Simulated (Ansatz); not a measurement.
Born–Oppenheimer molecular dynamics of FH$_{5}$OSi$_{2}$ (9 atoms, charge 0, multiplicity 1). It starts from a relaxed structure.

These are results of RKS PBE-D4/6-31G* (Ansatz), not measurements.

- ensemble: NVE (velocity Verlet)
- time step: 1 fs
- steps asked: 100
- starting velocities drawn for: 500 K
- masses: H 2.014 u
- seed: 857689

First frame:

```xyz
9
Properties=species:S:1:pos:R:3
Si 0.054 0.036 0.023
F 0.172 0.637 1.524
H 1.383 0.163 -0.643
H -1.031 0.791 -0.681
O -0.320 -1.573 0.076
Si -1.657 -2.506 0.464
H -1.569 -2.969 1.886
H -2.924 -1.720 0.280
H -1.672 -3.694 -0.446
```

Problem. What does the run give?

Solution. All steps were run.

```
steps done                                               : 100
time covered                                             : 100 fs
mean temperature over the second half                    : 318 K
spread of the potential energy over the second half      : 4.9 meV per atom
mean potential energy of the second half above the start : 18.4 meV per atom
```

The conserved energy stayed within 0.33 meV per atom of its start (net change 0.29 meV per atom), so the integration is sound. A run of 0.1 ps of so small a system gives no equilibrium averages.

Problem. What happens to the structure?

Solution. The same pairs are bonded in the first frame and the last. Pairs count as bonded within 1.25 times the sum of covalent radii (0.12 Å more for H–H). This is one draw of velocities; another would differ in detail.

Problem. How do temperature and energy run in time?

Solution. 
```tsv
time (fs)	T (K)	potential energy less start (eV)	conserved less start (meV/atom)
0	500	0.000	0.00
3	397	0.095	0.17
6	287	0.196	0.30
9	313	0.170	0.13
12	305	0.178	0.14
15	256	0.223	0.27
18	316	0.169	0.19
21	389	0.101	0.04
24	311	0.173	0.20
27	265	0.215	0.30
30	357	0.130	0.09
33	359	0.129	0.10
36	270	0.211	0.27
39	284	0.198	0.21
42	332	0.153	0.06
45	258	0.221	0.21
48	237	0.240	0.31
51	363	0.125	0.08
54	389	0.101	0.08
57	308	0.176	0.27
60	322	0.163	0.21
63	370	0.118	0.06
66	294	0.188	0.19
69	245	0.234	0.31
72	341	0.145	0.10
75	360	0.128	0.09
78	274	0.207	0.26
81	271	0.209	0.22
84	315	0.168	0.09
87	272	0.208	0.20
90	267	0.213	0.29
93	381	0.108	0.07
96	383	0.107	0.08
99	265	0.215	0.27
```

Run time: 4.2 min on 1 thread of Arm Neoverse V1, with other jobs on the host, peak memory 0.14 GiB.
